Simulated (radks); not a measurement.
Spherical quantum dot in the effective-mass picture: electrons in a parabolic well V = omega^2 r^2 / 2 with omega = 0.0959, with a point charge +2 (a donor) at the centre, all in effective atomic units (hartree* = m*/eps^2 hartree, bohr* = eps/m* bohr), one dielectric constant everywhere. Method: non-relativistic Kohn-Sham, PBE, spin-polarised, spherical densities; computed with a radial shooting solver with Libxc functionals. Levels are named by radial order and angular momentum (1s, 1p, 1d, 2s, ...), and open shells are averaged over m.

N = 9, configuration 1s2 1p(up 3, down 2) 2s2. This is the lowest configuration that the search found (a dilute case). Occupied and some empty levels:

level    occupation  eigenvalue (hartree*)  <r> (bohr*)
1s up             1                0.56347       0.9537
1s down           1                0.56362       0.9539
2s up             1                 1.0360        6.575
2s down           1                 1.0423        6.565
1p up             3                 1.0618        6.942
1p down           2                 1.0681        6.936
1d up             0                 1.1093        7.738
1d down           0                 1.1156        7.749
1f up             0                 1.1642        8.363
1f down           0                 1.1704        8.384
2p up             0                 1.1924        7.188
2p down           0                 1.1972        7.204
1g up             0                 1.2255        8.923
1g down           0                 1.2313        8.952

Energy (hartree*): total 1.53054, kinetic 3.2760, external -7.3935, Hartree 7.5382, exchange-correlation -1.8902.

Electron density:

r (bohr*)  n(r) (e/bohr*^3)
0.252                 1.370
1.20                0.05154
2.15               0.004229
3.10               0.002269
4.05               0.002717
5.00               0.002991
5.95               0.002850
6.90               0.002329
7.84               0.001599
8.79              0.0008944
9.74              0.0003984
10.7              0.0001457
11.6             0.00004398
12.6             0.00001084
